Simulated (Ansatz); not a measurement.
`F[C](F)(F)[Ge]([Cl])([Cl])[Cl]`, relaxed with RKS PBE-D4/def2-SVP in Ansatz from a rough embedded geometry. The force threshold is 0.03 eV/Å; the program also tests the step.

The species carries charge 0 and has multiplicity 1.

Start:

```xyz
8

F     0.267    1.746   -1.048
C    -0.203    0.428   -0.942
F     0.411   -0.340   -1.918
F    -1.639    0.460   -1.169
Ge    0.195   -0.372    0.782
Cl   -0.751    0.817    2.364
Cl   -0.579   -2.372    0.846
Cl    2.300   -0.367    1.083
```

Problem. By how much does the energy fall, and how many steps does the optimiser take? (An estimate is asked.)

Solution. Computed: 8.32 kcal/mol, in 3 steps.

Problem. Which bonds change most? (An estimate is asked.)

Solution. Ansatz gave: C2–F4 from 1.454 to 1.345 Å; C2–Ge5 from 1.942 to 2.023 Å; F1–C2 from 1.404 to 1.346 Å; Ge5–Cl6 from 2.193 to 2.152 Å.

Problem. Give the relaxed structure. (Best estimate.)

Solution. The calculation gave: 
```xyz
8

F     0.241    1.703   -1.049
C    -0.226    0.442   -0.983
F     0.350   -0.282   -1.961
F    -1.555    0.463   -1.190
Ge    0.189   -0.368    0.823
Cl   -0.750    0.809    2.360
Cl   -0.570   -2.382    0.881
Cl    2.321   -0.385    1.119
```
